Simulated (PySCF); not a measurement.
Species: BBiH6N2.
Cartesian coordinates in Å at the PBE0-D3(BJ)/def2-SVP level; atoms count from 1:
```
atom  x, y, z in Å
N1    -0.6263    1.1633    0.2352
B2    -0.2624   -0.1531   -0.1000
N3    -1.2020   -1.1759   -0.3439
Bi4    2.0293   -0.7327   -0.2825
H5    -1.5859    1.4747    0.3291
H6     0.0556    1.8842    0.4157
H7    -2.2042   -1.0384   -0.2826
H8    -0.9447   -2.1166   -0.6003
H9     2.3276   -0.2580    1.4264
H10    2.4607    0.9292   -0.8190
```

The calculation used PBE0-D3(BJ)/def2-SVP geometry optimisation, gas phase, def2 core potentials past Kr (PySCF).

Q: Which atoms are bound to Bi4, and at what distances?

A: 3 atoms: H9 1.798 Å, H10 1.799 Å, B2 2.371 Å. The nearest atom not counted as bound is N3, at 3.26 Å.

Q: List the angles at Bi4.

A: 
```
     angle  degrees  distance of the outer atoms (Å)
B2–Bi4–H10     91.7                             3.02
 B2–Bi4–H9     91.3                             3.01
H9–Bi4–H10     90.0                             2.54
```

Q: What is the shape at Bi4?

A: Pyramidal: angles 91.7°, 91.3° and 90.0°, sum 272.9°, 1.10 Å off the plane of its three neighbours.

Q: What are the other bond lengths?

A: N1–B2, B2–N3 1.408 Å; N1–H5 and 3 like bonds 1.011 Å.

Q: Give some angles away from the centre.

A: N1–B2–N3 123.2°, N1–B2–Bi4 119.8°, N3–B2–Bi4 117.0°.

Q: What are the rotational constants (commonest isotopes, rigid rotor)?

A: A = 8138, B = 1634, C = 1385 MHz: a near-prolate asymmetric top.

Charge 0, singlet. No frequency check.

One conformer stands for the species.
